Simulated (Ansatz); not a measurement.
C2H5FOSi: a line through the functionals

C2H5FOSi has 10 atoms, charge 0, and is taken as a singlet. SMILES: `FC1CO[SiH2]1`. The coordinates come from a PBE0-D4/def2-TZVP relaxation.

The HOMO–LUMO gap y, in eV, basis def2-SVP; a is the functional's share of exact exchange. Programs: Ansatz 0.2.0.

```
functional  program     a  y (eV)
      BLYP   Ansatz     0    5.51
    r2SCAN   Ansatz     0    6.15
     B3LYP   Ansatz   0.2       ?
      PBE0   Ansatz  0.25    7.94
     BHLYP   Ansatz   0.5   10.37
```

Q: Fit y = c + s·a to the known rows and predict B3LYP.

A: 
1. Means of the 4 rows: a = 0.1875, y = 7.492.
2. Σ(Δa)² = 0.17188, Σ(Δa·Δy) = 1.5506, so the slope is 1.5506/0.17188 = 9.0214.
3. Intercept: 7.492 − (9.0214) × 0.1875 = 5.800. The largest residual of the fit is 0.35.
4. B3LYP: 5.800 + (9.0214) × 0.2 = 7.60 eV.

The run gave 7.48 eV, so the prediction is off by +0.12 eV, within the scatter of the fit. Exact exchange lowers occupied levels and raises empty ones. The rows mix families of semi-local functionals, which the line can't see.
